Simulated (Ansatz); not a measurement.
ClFH3N2Ta, SMILES `[NH]=[Ta]([NH2])([F])[Cl]`. Total charge 0; spin multiplicity 1. Ta: def2 effective core potential. Geometry: relaxed with PBE0-D4/def2-TZVP. It is one conformer, not always the lowest.

```xyz
8

N    -1.597    0.373    0.448
Ta   -0.252   -0.527   -0.236
N     1.306    0.566    0.231
F    -0.106   -2.237    0.549
Cl   -0.463   -0.706   -2.540
H    -2.433    0.787    0.823
H     1.291    1.438    0.734
H     2.254    0.306   -0.007
```

Q: What is the dipole moment at B3LYP/def2-TZVPP? (Best estimate.)

A: Computed: 2.60 D, with components (1.53, 1.79, 1.11) D in this frame, pointing from negative to positive charge.

Q: And with PBE, r2SCAN, ωB97M-V? (An estimate is asked.)

A: Ansatz gave: PBE 2.59 D, r2SCAN 2.63 D, ωB97M-V 2.57 D.

Q: Give the Mulliken charges with B3LYP, r2SCAN, ωB97M-V in def2-TZVPP. (Best estimate.)

A: Ansatz gave: 
| atom | B3LYP | r2SCAN | ωB97M-V |
| --- | --- | --- | --- |
| N1 | -0.43 | -0.46 | -0.40 |
| Ta2 | 1.00 | 1.04 | 0.97 |
| N3 | -0.41 | -0.47 | -0.38 |
| F4 | -0.34 | -0.34 | -0.33 |
| Cl5 | -0.29 | -0.30 | -0.26 |
| H6 | 0.16 | 0.16 | 0.12 |
| H7 | 0.18 | 0.19 | 0.15 |
| H8 | 0.15 | 0.17 | 0.13 |

B3LYP here is the variant with VWN-RPA as its local correlation; programs differ in this.
